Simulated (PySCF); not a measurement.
Correlation energy of Si⁺ (silicon, charge +1)

[Ne] 3s2 4s1, 2S determinant (an excited configuration). Computed with PySCF 2.14 in aug-cc-pVQZ-DK, with the spin-free X2C one-electron Hamiltonian (Gaussian nucleus). Frozen: [Ne]; 3 electrons correlated.

```csv
level,correlation energy (mhartree)
CCSD,-55.89
(T),-1.16
CCSD(T),-57.05
```

Diagnostics: T1 = 0.017, D1 = 0.0398, largest double amplitude 0.108.

The outer electron is Rydberg-like, and this basis confines it to a smaller radius and binds it less than a complete one would.

Cost of the coupled-cluster step: roughly 30 core-seconds, for 3 correlated electrons.

Iterations:

```
CC2 = 0
CCSD nocc = (np.int64(2), np.int64(1)), nmo = (79, 79)
frozen orbitals [[0, 1, 2, 3, 4], [0, 1, 2, 3, 4]]
max_cycle = 100
direct = 0
conv_tol = 1e-08
conv_tol_normt = 1e-06
diis_space = 8
diis_start_cycle = 0
Init t2, MP2 energy = -0.0420479950898584
Init E_corr(UCCSD) = -0.0420479951312081
cycle = 1  E_corr(UCCSD) = -0.0500733824594587  dE = -0.00802538733  norm(t1,t2) = 0.0536856
cycle = 2  E_corr(UCCSD) = -0.0531900166080482  dE = -0.00311663415  norm(t1,t2) = 0.0244158
cycle = 3  E_corr(UCCSD) = -0.0554363202674783  dE = -0.00224630366  norm(t1,t2) = 0.0133928
cycle = 4  E_corr(UCCSD) = -0.0555533733312568  dE = -0.000117053064  norm(t1,t2) = 0.00750464
cycle = 5  E_corr(UCCSD) = -0.0559147583978001  dE = -0.000361385067  norm(t1,t2) = 0.00508083
cycle = 6  E_corr(UCCSD) = -0.0558600355112879  dE = 5.47228865e-05  norm(t1,t2) = 0.00150519
cycle = 7  E_corr(UCCSD) = -0.0558884629489382  dE = -2.84274377e-05  norm(t1,t2) = 0.00040936
cycle = 8  E_corr(UCCSD) = -0.0558898076126999  dE = -1.34466376e-06  norm(t1,t2) = 9.74811e-05
cycle = 9  E_corr(UCCSD) = -0.0558875276828068  dE = 2.27992989e-06  norm(t1,t2) = 2.56088e-05
cycle = 10  E_corr(UCCSD) = -0.0558885616773373  dE = -1.03399453e-06  norm(t1,t2) = 9.39335e-06
cycle = 11  E_corr(UCCSD) = -0.0558885157573199  dE = 4.59200174e-08  norm(t1,t2) = 1.05283e-05
cycle = 12  E_corr(UCCSD) = -0.0558885794730743  dE = -6.37157544e-08  norm(t1,t2) = 1.66742e-06
cycle = 13  E_corr(UCCSD) = -0.0558885765222949  dE = 2.95077933e-09  norm(t1,t2) = 4.10295e-07
UCCSD converged
E(UCCSD) = -288.9439975693191  E_corr = -0.05588857652229493
UCCSD(T) correction = -0.00116212765396554
```
